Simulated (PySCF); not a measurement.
A run with a changed setting

The sound run of WO3(H2O) (singlet) uses PySCF 2.14.0, RKS PBE, W def2-SVP with ECP60, O def2-SVP, H def2-SVP; non-relativistic Hamiltonian with scalar-relativistic core potentials where named; density fitting; no spin-orbit coupling, grid (50, 194), threshold 1e-8 and 55 cycles at the relaxed geometry. This run, with dm0 from free metal ions and neutral atoms, differs:

```python
mol = gto.M(atom='''
W      0.07520    -0.02012     0.02012
O      1.07581     0.94177     1.08103
O     -1.01334    -0.98571     0.98571
O      1.07581    -1.08103    -0.94177
O     -1.11118     1.28613    -1.28613
H     -1.61121     2.04853    -0.93064
H     -1.61121     0.93064    -2.04853''',
    basis={'W': 'def2-SVP', 'O': 'def2-SVP', 'H': 'def2-SVP'},
    ecp={'W': 'def2-SVP'},
    charge=0, spin=0)
mf = dft.RKS(mol, xc='PBE')
mf.grids.atom_grid = (15, 26)
mf = mf.density_fit()  # fitting sets: W def2-universal-JKFIT, O def2-universal-JKFIT, H def2-universal-JKFIT
mf.conv_tol = 1e-08; mf.max_cycle = 55
mf.kernel(dm0)
mf.nuc_grad_method().kernel()
```

**Question.** What was changed, and how did it end?

**Answer.** The integration grid was changed. It converged in 12 cycles, 0.851 eV from the sound run, largest force component 1.66 eV/Å. These settings are unsound on purpose: the numbers aren't the compound's.
```
init E= -377.566533277206
cycle= 1 E= -368.339494864917  delta_E= 9.23  |g|= 1.55  |ddm|= 3.69
cycle= 2 E= -366.87607775083  delta_E= 1.46  |g|= 3.02  |ddm|=  2.9
cycle= 3 E= -366.922073590967  delta_E= -0.046  |g|= 2.44  |ddm|= 4.42
cycle= 4 E= -368.806078545697  delta_E= -1.88  |g|= 0.22  |ddm|= 3.55
cycle= 5 E= -368.797010403853  delta_E= 0.00907  |g|= 0.297  |ddm|= 0.374
...
cycle= 10 E= -368.816294376095  delta_E= -2.87e-06  |g|= 0.000919  |ddm|= 0.00377
cycle= 11 E= -368.816294539866  delta_E= -1.64e-07  |g|= 0.000204  |ddm|= 0.000717
cycle= 12 E= -368.816294548672  delta_E= -8.81e-09  |g|= 2.6e-05  |ddm|= 0.000173
Extra cycle  E= -368.816294546134  delta_E= 2.54e-09  |g|= 0.000113  |ddm|= 9.98e-05
converged SCF energy = -368.816294546134
```

Run from Python with OMP_NUM_THREADS=2; the lines above give its settings. Where DIIS fails, smearing, a level shift and second-order steps follow.
It took 2.5 s on 2 threads of Arm Neoverse V2, with other jobs on the host.
